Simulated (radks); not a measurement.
Results of a calculation; reference values are marked as such.
The nuclear charge of the neodymium ion Nd2+ is varied continuously with 58 electrons held in [Xe] 4f4. Code: a radial shooting solver on a logarithmic mesh with Libxc functionals. Model: scalar-relativistic Kohn-Sham, PBE, spin-polarised, spherical densities, finite nucleus; open shells are filled with parallel spins first (spin-orbit coupling, left out, can overturn this in heavy ions); Fermi nuclear charge, rms radius 4.9123 fm. By the Hellmann-Feynman theorem dE/dZ = E(electron-nucleus)/Z, the electronic potential at the nucleus (averaged over a nucleus of fixed radius). The scalar-relativistic energy here is not variational (the density holds large components alone), so the two differ by a part that grows with Z.

| Z | E (hartree) | E(electron-nucleus)/Z (hartree) | HOMO | e(HOMO) (eV) | <r> HOMO (bohr) |
|---|---|---|---|---|---|
| 59.5 | -9428.6080 | -384.454 | 4f | -8.346 | 1.193 |
| 59.6 | -9467.2887 | -385.379 | 4f | -9.662 | 1.162 |
| 59.7 | -9506.0629 | -386.302 | 4f | -11.039 | 1.135 |
| 59.8 | -9544.9306 | -387.225 | 4f | -12.470 | 1.110 |
| 59.9 | -9583.8917 | -388.147 | 4f | -13.952 | 1.088 |
| 60 | -9622.9462 | -389.069 | 4f | -15.480 | 1.068 |
| 60.1 | -9662.0940 | -389.991 | 4f | -17.051 | 1.050 |
| 60.2 | -9701.3352 | -390.912 | 4f | -18.663 | 1.033 |
| 60.3 | -9740.6697 | -391.833 | 4f | -20.313 | 1.017 |
| 60.4 | -9780.0975 | -392.754 | 4f | -22.000 | 1.002 |
| 60.5 | -9819.6186 | -393.675 | 4f | -23.723 | 0.9879 |
| 60.6 | -9859.2330 | -394.596 | 4f | -25.481 | 0.9746 |
| 60.7 | -9898.9408 | -395.517 | 4f | -27.271 | 0.9621 |
| 60.8 | -9938.7419 | -396.438 | 4f | -29.093 | 0.9502 |
| 60.9 | -9978.6363 | -397.360 | 4f | -30.947 | 0.9388 |
| 61 | -10018.6242 | -398.281 | 4f | -32.832 | 0.9280 |

The central difference of E at Z = 60 is -391.012 hartree, to compare with the third column; the second derivative is -9.33 hartree.
